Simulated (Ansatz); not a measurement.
Consider the cleavage of the Si–Si bond: `O[SiH]([SiH3])[GeH3]` + `N[SiH2][SeH]` → `[SiH3]N[SiH2][SeH]` + `O[SiH2][GeH3]`.

Gas-phase electronic energies from Ansatz, PBE0-D4/def2-TZVP geometries. CCSD(T)/CBS is the MP2 limit (def2-TZVPP, def2-QZVPP) plus CCSD(T) − MP2 in def2-TZVPP, frozen cores. Functionals use def2-TZVPP. For Ge, Se outer-core shells are correlated without core-valence functions, which leaves a few kJ/mol of doubt a bond. Scalar relativity is left out up to krypton. Each species was taken in one conformer, which may not be the lowest.

`O[SiH]([SiH3])[GeH3]`:

```xyz
12

O    -1.152    1.297   -1.230
Si   -0.398    0.664    0.105
Si   -1.456   -1.362    0.591
Ge    1.939    0.330   -0.266
H    -0.832    2.138   -1.561
H    -0.522    1.587    1.275
H    -0.810   -1.944    1.800
H    -1.296   -2.315   -0.539
H    -2.906   -1.171    0.865
H     2.608    1.632   -0.748
H     2.194   -0.751   -1.330
H     2.633   -0.104    1.038
```

`N[SiH2][SeH]`:

Z-matrix (Å, degrees):
```
Si
Se 1 2.293
N 1 1.711 2 117.9
H 1 1.482 2 101.7 3 -119.9
H 1 1.482 2 109.2 3 121.1
H 2 1.469 1 93.5 3 -67.4
H 3 1.008 1 119.2 2 85.2
H 3 1.008 1 120.2 2 -57.6
```

`[SiH3]N[SiH2][SeH]`:

```xyz
11

Si   -1.366    0.747    0.785
N    -0.387    0.433   -0.609
Si    0.668   -0.903   -0.839
Se    2.237   -1.147    0.802
H    -0.739    1.703    1.736
H    -2.673    1.316    0.362
H    -1.571   -0.554    1.470
H    -0.296    1.178   -1.285
H     1.308   -0.722   -2.164
H    -0.055   -2.196   -0.763
H     2.873    0.145    0.506
```

`O[SiH2][GeH3]`:

Z-matrix (Å, degrees):
```
Si
Ge 1 2.375
O 1 1.653 2 106.7
H 1 1.492 2 110.4 3 121.0
H 1 1.492 2 110.4 3 -121.0
H 2 1.539 1 109.5 3 -180.0
H 2 1.537 1 111.1 3 60.5
H 2 1.537 1 111.1 3 -60.5
H 3 0.958 1 117.7 2 179.9
```

| level | ΔE (eV) |
| --- | --- |
| B2PLYP | -0.57 |
| SCS-MP2/def2-QZVPP | -0.67 |

What does CCSD(T)/CBS give? (Best estimate.)

Computed: -0.56 eV. The listed levels differ from it by -0.01, -0.11 eV.

Largest T1 diagnostic among the species: 0.013.

From PBE to PBE0 (25 % exact exchange), in def2-TZVPP and without D4, ΔE moves by −0.08 eV. In def2-TZVPP, CCSD(T) changes the Hartree–Fock value by +0.16 eV (the triples alone add +0.02 eV) and MP2 by +0.09 eV.
